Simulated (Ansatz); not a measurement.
Gas-phase reaction in SMILES: C#C[SiH2]C#C[SiH3] + 9 [H][H] (H2) -> 4 C (CH4) + 2 [SiH4] (SiH4)
Each molecule is optimised on its own at B3LYP-D3(BJ)/def2-TZVP (Ansatz, a program for electronic structure).
Geometry of the first species:
SMILES: C([SiH2]C#C)#C[SiH3]
```xyz
12

C     -3.6087     0.3719     0.0080
C     -2.6264    -0.3159     0.1278
Si    -1.1508    -1.3695     0.3120
C      0.3541    -0.3673     0.0680
C      1.3607     0.2909    -0.0927
Si     2.8718     1.2893    -0.3360
H     -4.4746     0.9809    -0.0981
H     -1.1876    -2.4455    -0.6984
H     -1.1316    -1.9534     1.6679
H      4.0579     0.4200    -0.1833
H      2.8544     1.8759    -1.6929
H      2.9104     2.3681     0.6742
```
Charge 0, spin multiplicity 1.

Wanted: energy of full hydrogenation (electronic energy difference), in kcal/mol. Cores are frozen in the correlated levels unless marked. Spin-orbit coupling is left out. No relativistic terms. Basis-set limits of correlation are two-point, X^-3; Hartree-Fock from the larger set.

```
level      program  energy of full hydrogenation (kcal/mol)
---------  -------  ---------------------------------------
HF/6-31G*   Ansatz                                   -244.0
```

Estimate the value at CCSD(T)/CBS(cc-pV(T+d)Z,cc-pV(Q+d)Z) as computed with Ansatz.

-203.1 kcal/mol, so HF/6-31G* differs from it by -40.9 kcal/mol.
